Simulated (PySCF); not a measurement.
Compound: C6H13OPS.
Numbering: `[CH3:1][O:2][CH2:3][P:4]1[CH2:5][CH2:6][S:7][CH2:8][CH2:9]1`

Geometry (GFN2-xTB, Å), atoms numbered from 1 in this order:
```
atom  x, y, z in Å
C1     3.1334    1.1894   -0.0095
O2     2.6562   -0.1183    0.1743
C3     1.6050   -0.4543   -0.6871
P4     0.0320    0.5125   -0.3289
C5    -0.3410   -0.2281    1.3391
C6    -1.7886    0.0222    1.7268
S7    -2.9443   -0.9783    0.7366
C8    -2.5670   -0.3081   -0.9139
C9    -1.1251   -0.5657   -1.3196
H10    3.9512    1.3254    0.6952
H11    3.4993    1.3375   -1.0330
H12    2.3468    1.9285    0.1910
H13    1.4268   -1.5254   -0.5441
H14    1.8831   -0.2748   -1.7394
H15   -0.1285   -1.3018    1.3318
H16    0.3217    0.2483    2.0684
H17   -1.9770   -0.2716    2.7596
H18   -2.0617    1.0720    1.5993
H19   -2.7935    0.7599   -0.9025
H20   -3.2613   -0.8133   -1.5858
H21   -0.9961   -0.3135   -2.3771
H22   -0.8818   -1.6240   -1.1823
```

NICS = −σ at a ghost point: NICS(0) at the centroid of the ring atoms, NICS(1) 1 Å to either side along the normal of their mean plane, zz for the tensor component along that normal. Level: GIAO PBE0/pcSseg-1 (PySCF, non-relativistic, gas phase) on the GFN2-xTB geometry, one conformer.

Ring bond lengths (Å), with Mayer bond orders in brackets: P4–C5 1.863 (0.93), C5–C6 1.519 (1.01), C6–S7 1.821 (1.01), S7–C8 1.821 (1.01), C8–C9 1.520 (1.01), C9–P4 1.866 (0.95).

Give the NICS values of each ring in ppm.

```
             ring                                                   type  NICS(0)  NICS(1), two faces  NICS(1)zz, two faces  rms pucker (Å)  centre to ring atoms, mean (Å)
P4–C5–C6–S7–C8–C9  6-membered ring with P and S; formal bonds all single     -3.4         -2.7 / -2.0             3.5 / 6.0            0.32                            1.64
```

What can be read from them?

- P4–C5–C6–S7–C8–C9: mean NICS(1)zz 4.8 ppm, deshielded. C5, C6, C8, C9 have four or more neighbours, and the NICS criterion for π rings isn't applied.

At the first NICS(1) probe listed for ring P4–C5–C6–S7–C8–C9, 1 Å off the ring, what do the in-plane components average?

The isotropic value is a third of the trace: (3 × -2.7 − (3.5))/2 = -5.8 ppm.

List the ring angles and the Hirshfeld charges of the ring atoms.

- P4–C5–C6–S7–C8–C9: P4 97.0° (+0.138 e), C5 110.7° (-0.122 e), C6 112.0° (-0.075 e), S7 99.2° (-0.019 e), C8 112.1° (-0.075 e), C9 110.4° (-0.120 e); sum 641.4° against 720° for a flat convex ring.

How shielded are the nuclei of the rings and their hydrogens (means over atoms taken as equivalent)?

```
   atoms                     environment  σ isotropic (ppm)  principal values of the symmetric part, first atom (ppm)
      P4            phosphine phosphorus              394.4                                       362.7, 404.4, 416.0
 C5 (×2)  sp3 carbon bound to phosphorus              155.5                                       131.4, 156.7, 172.5
 C6 (×2)      sp3 carbon bound to sulfur              152.4                                       143.2, 150.3, 163.9
      S7                  sulfide sulfur              476.9                                       359.7, 472.4, 598.7
H15 (×4)              methylene hydrogen              29.97                                          26.5, 29.7, 34.2
H17 (×4)              methylene hydrogen              28.90                                          22.7, 27.3, 37.0
```
